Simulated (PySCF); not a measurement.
Sr+: ionisation energy

Sr+ [Kr] 5s1 [5s1/2^1, M_J = 1/2] → Sr(2+) [Kr], as a difference of total energies. Computed with PySCF 2.14 in x2c-QZVPPall-2c (13s12p8d3f2g, 128 functions), with the two-component X2C-1e Hamiltonian. Correlated levels: [Ar] 3d10 frozen; the 34 highest virtual spinors dropped. "Screened" scales the spin-orbit matrix elements by Boettger's factors to mimic the two-electron term; Breit and QED terms are absent.

```
                    method  ionisation energy (eV)
 GHF (screened spin-orbit)                  10.446
GMP2 (screened spin-orbit)                  10.978
```

Q: How much does correlation contribute at GMP2 (screened spin-orbit)?

A: 10.978 − (10.446) = 0.532 eV, measured against GHF (screened spin-orbit).

Errors of the correlated levels include the incompleteness of this basis and the frozen core.

For comparison: 11.030 eV (measured; NIST Atomic Spectra Database, ionization energies).
